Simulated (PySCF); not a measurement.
UHF on Xe²⁺ (xenon, charge +2)

Configuration: [Kr] 4d10 5s1 5p4 6s1, high-spin 5P determinant (an excited configuration). Calculation: PySCF 2.14, in aug-cc-pVTZ-PP with ECP28MDF (6s5p4d2f, 55 functions); scalar relativity through the core potential.

* Total energy: -326.151328 hartree
* One-electron energy: -546.0875 hartree
* Hartree (Coulomb) energy: 241.8398 hartree
* Exchange energy: -21.9036 hartree
* ⟨S²⟩: 6.0031
* ⟨L²⟩: 2.238
* Sum of ⟨r⟩: 28.86 bohr
* Sum of ⟨r²⟩: 54.59 bohr²
* Traceless quadrupole moment −½Σ⟨3z² − r²⟩ along its main axis: -3.49 e·bohr²

| shell | electrons | mean orbital energy (hartree) | spread (hartree) | rms radius, mean of both spins (bohr) |
| --- | --- | --- | --- | --- |
| 4s α | 1 | -9.43488 | 0 | 0.767 |
| 4s β | 1 | -9.37894 | 0 | 0.767 |
| 4p α | 3 | -7.16335 | 0.02852 | 0.819 |
| 4p β | 3 | -7.12298 | 0.00133 | 0.819 |
| 4d α | 5 | -3.68707 | 0.02852 | 0.929 |
| 4d β | 5 | -3.65400 | 0.01406 | 0.929 |
| 5s α | 1 | -2.00662 | 0 | 1.86 |
| 5p α | 3 | -1.36967 | 0.06680 | 2.16 |
| 5p β | 1 | -1.15299 | 0 | 2.16 |
| 6s α | 1 | -0.56837 | 0 | 4.31 |

Energies and moments cover only the electrons outside the core potential. The outer electron is Rydberg-like, and this basis confines it to a smaller radius and binds it less than a complete one would.
